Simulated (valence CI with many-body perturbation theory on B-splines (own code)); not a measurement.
# Ir45+: electric-dipole lines

Method: relativistic CI+MBPT: four valence electrons over a frozen Dirac-Fock core [Ar] 3d10, a basis of 11 s, 11 p, 10 d, 8 f, 5 g, 2 h functions for each j, with the one-electron correlation potential Σ1 (screened to all orders), the two-electron term Σ2, the three-electron term Σ3, Breit, model QED; selected single and double excitations, second order for the rest, scaled by the run's own slope (own B-spline code, finite nucleus).

The last digits are not significant, and no measured levels were compared; by estimate large intervals hold to a few tenths of a per cent, small ones and those within an open d or f shell to about a per cent. Among the levels kept, up to 420 cm⁻¹ of a level comes from second order outside the variational space, and about a tenth of that is noise between levels of different J, which matters for small intervals.

Lines 1 to 50 of 550 in falling wavelength, among levels below 54.766 Ry, chosen from the strongest by gf and those to the six lowest levels. Wavelengths and rates use the calculated energies. Electric multipoles are in the length gauge, E1 and E2 with the static RPA response of the core. Weak lines are less certain than strong ones. Lines between different terms over intervals too small for the method are left out, as are lines whose strength nearly cancels. Where a level lies close to another of its J and parity, the split of strength between their lines is uncertain. The highest levels of a list are the least certain.

Levels are named by their leading jj configuration (3d3/2^4 stands for four electrons in 3d with j = 3/2), which in mixed levels can hold well under half, so a name can repeat and another be missing. Letters in brackets count levels of one name in rising energy.

```tsv
λ vac (nm)	Upper	Lower	A (s⁻¹)	log gf	Branch %
67.66	(4s^2 4p3/2^2) J=2	(4s 4p1/2^2 4p3/2) J=2	7.09e+05	-3.61	4.1
29.86	(4s^2 4p1/2 4d3/2) J=2	(4s^2 4p3/2^2) J=2	4.07e+06	-3.57	0.0
20.31	(4s^2 4p1/2 4d3/2) J=1	(4s^2 4p3/2^2) J=2	5.94e+07	-2.96	0.0
16.80	(4s^2 4p1/2 4d5/2) J=2	(4s^2 4p3/2^2) J=2	3.78e+08	-2.10	0.2
16.33	(4s^2 4p1/2 4d5/2) J=3	(4s^2 4p3/2^2) J=2	3.37e+08	-2.03	0.2
13.67	(4s 4p1/2 4d3/2 4d5/2) J=5	(4s^2 4d3/2 4d5/2) J=4	1.22e+10	-0.42	8.8
12.97	(4s 4p1/2 4p3/2^2) J=2 [a]	(4s^2 4p3/2^2) J=2	1.65e+09	-1.68	0.3
12.53	(4s 4p1/2 4p3/2 4d5/2) J=5	(4s^2 4p3/2 4d5/2) J=4	1.61e+10	-0.38	100.0
12.52	(4p1/2^2 4p3/2 4d5/2) J=4	(4s 4p1/2 4p3/2 4d5/2) J=3 [c]	9.80e+09	-0.68	2.0
12.48	(4s 4p1/2^2 4p3/2) J=2	(4s^2 4p1/2 4p3/2) J=2	1.18e+10	-0.86	45.0
12.46	(4s 4p1/2 4p3/2 4f5/2) J=4 [a]	(4s^2 4p3/2 4f5/2) J=3	8.75e+09	-0.74	2.7
12.39	(4s 4p1/2 4p3/2 4f7/2) J=6	(4s^2 4p3/2 4f7/2) J=5	1.61e+10	-0.32	6.7
12.20	(4s 4p1/2^2 4f5/2) J=3	(4s^2 4p1/2 4f5/2) J=2	1.66e+10	-0.59	10.2
12.18	(4s 4p1/2 4p3/2 4d5/2) J=4 [c]	(4s^2 4p3/2 4d5/2) J=3	1.10e+10	-0.66	1.3
12.13	(4p1/2^2 4p3/2 4d5/2) J=3	(4s 4p1/2 4p3/2 4d5/2) J=2 [d]	1.50e+10	-0.63	1.6
12.11	(4s 4p1/2 4d5/2^2) J=5	(4s^2 4d5/2^2) J=4	1.38e+10	-0.48	2.9
12.06	(4s 4p1/2^2 4d5/2) J=3	(4s^2 4p1/2 4d5/2) J=3	1.27e+10	-0.71	4.3
12.05	(4s 4p1/2 4p3/2 4f7/2) J=5 [d]	(4s 4p3/2^2 4d5/2) J=4 [a]	1.05e+10	-0.60	1.4
12.02	(4s 4p1/2 4p3/2^2) J=3	(4s^2 4p3/2^2) J=2	1.52e+10	-0.64	5.5
11.95	(4s 4p1/2 4p3/2 4d5/2) J=3 [a]	(4s^2 4p3/2 4d5/2) J=2	1.26e+10	-0.72	2.8
11.93	(4s 4p1/2^2 4p3/2) J=2	(4s^2 4p1/2 4p3/2) J=1	1.45e+10	-0.81	55.0
11.85	(4s 4p1/2 4p3/2 4f7/2) J=5 [b]	(4s^2 4p3/2 4f7/2) J=4	1.29e+10	-0.52	2.8
11.84	(4p1/2^2 4p3/2 4d5/2) J=3	(4s 4p1/2 4p3/2 4d5/2) J=3 [d]	1.83e+10	-0.57	1.9
11.82	(4s 4p1/2^2 4d5/2) J=3	(4s^2 4p1/2 4d5/2) J=2	1.67e+10	-0.61	5.6
11.76	(4s 4p1/2^2 4f7/2) J=4	(4s^2 4p1/2 4f7/2) J=3	2.06e+10	-0.41	10.6
11.71	(4p1/2^2 4p3/2 4d5/2) J=4	(4s 4p1/2 4p3/2 4d5/2) J=4 [b]	1.07e+10	-0.70	2.2
11.66	(4p1/2^2 4p3/2 4d3/2) J=3	(4s 4p1/2 4p3/2 4d3/2) J=3 [c]	1.56e+10	-0.65	2.1
11.61	(4s 4p1/2 4p3/2 4d5/2) J=2 [c]	(4s^2 4p3/2 4d5/2) J=1	1.94e+10	-0.71	2.0
11.57	(4p1/2^2 4p3/2 4d3/2) J=2	(4s 4p1/2 4p3/2 4d3/2) J=2 [b]	1.96e+10	-0.71	4.8
11.45	(4s 4p1/2 4p3/2 4f7/2) J=3 [e]	(4s^2 4d5/2^2) J=2	1.47e+10	-0.69	1.3
11.44	(4s 4p1/2 4p3/2 4f5/2) J=4 [b]	(4s^2 4d5/2^2) J=4	1.19e+10	-0.68	1.8
11.44	(4s 4p1/2 4p3/2 4f5/2) J=4 [c]	(4s 4p3/2^2 4d5/2) J=4 [a]	1.52e+10	-0.57	1.3
11.39	(4s 4p1/2^2 4d3/2) J=2	(4s^2 4p1/2 4d3/2) J=2	1.96e+10	-0.72	32.3
11.36	(4p1/2^2 4p3/2 4d5/2) J=1	(4s 4p1/2 4p3/2 4d5/2) J=2 [c]	4.13e+10	-0.62	5.5
11.31	(4s 4p1/2^2 4f5/2) J=3	(4s^2 4p1/2 4f5/2) J=3	1.47e+10	-0.71	9.0
11.23	(4s 4p1/2^2 4d5/2) J=2	(4s^2 4p1/2 4d5/2) J=3	3.22e+10	-0.52	11.5
11.19	(4p1/2^2 4p3/2 4d5/2) J=2	(4s 4p1/2 4p3/2 4d5/2) J=2 [b]	2.01e+10	-0.72	3.1
11.16	(4s 4p1/2 4p3/2 4d5/2) J=3 [d]	(4s^2 4p3/2 4d5/2) J=3	1.90e+10	-0.60	1.5
11.08	(4s 4p1/2^2 4f7/2) J=3	(4s 4p1/2 4p3/2 4d3/2) J=4	2.45e+10	-0.50	8.4
10.93	(4s 4p1/2 4p3/2 4f7/2) J=5 [c]	(4s^2 4p3/2 4f7/2) J=5	1.95e+10	-0.42	3.1
10.92	(4s 4p1/2 4p3/2 4d5/2) J=2 [d]	(4s^2 4p3/2 4d5/2) J=3	2.48e+10	-0.66	1.6
10.91	(4s 4p1/2 4p3/2 4d5/2) J=4 [b]	(4s^2 4p3/2 4d5/2) J=4	1.15e+10	-0.73	3.8
10.87	(4p1/2^2 4p3/2 4d5/2) J=3	(4s 4p1/2 4p3/2 4d5/2) J=4 [c]	2.67e+10	-0.48	2.8
10.85	(4s 4p1/2 4p3/2 4f7/2) J=4 [d]	(4s^2 4p3/2 4f7/2) J=5	2.87e+10	-0.34	3.1
10.79	(4s 4p1/2^2 4p3/2) J=1	(4s^2 4p1/2 4p3/2) J=2	4.04e+10	-0.67	8.2
10.72	(4s 4p1/2 4p3/2^2) J=1 [a]	(4s^2 4p3/2^2) J=2	1.15e+10	-1.23	1.9
10.58	(4p1/2^2 4p3/2 4d5/2) J=2	(4s 4p1/2 4p3/2 4d5/2) J=3 [a]	4.32e+10	-0.44	6.6
10.58	(4p1/2 4p3/2^3) J=2	(4s 4p3/2^3) J=2	2.47e+10	-0.68	1.5
10.56	(4s 4p1/2 4p3/2 4f7/2) J=3 [d]	(4s^2 4p3/2 4f7/2) J=4	1.93e+10	-0.65	1.9
10.56	(4p1/2 4p3/2^3) J=1	(4s 4p3/2^3) J=2	4.07e+10	-0.69	2.0
```
